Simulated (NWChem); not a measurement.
## Correlation energy of Ge

```xyz
1

Ge     0.0000     0.0000     0.0000
```
Charge 0, spin multiplicity 3.

Program: NWChem.

Basis set: 6-31G*. Each correlation energy counts from its own Hartree-Fock reference.

The Hamiltonian is non-relativistic. The correlated methods keep 9 core orbitals frozen. The Pople sets run with spherical d functions. No SCF solution was tested for a lower state. Open-shell Hartree-Fock references start from PBE0 orbitals. Coupled-cluster values serve here as a point of comparison, not as the truth.

Q: For the correlation energy, CCSD[T] on ROHF gives -211.3 mHa and CCSD on UHF gives -204.4 mHa. What do CCSD on ROHF, CCSDT on ROHF, CCSD[T] on UHF give?

A: CCSD on ROHF: -207.6 mHa; CCSDT on ROHF: -210.9 mHa; CCSD[T] on UHF: -208.0 mHa.
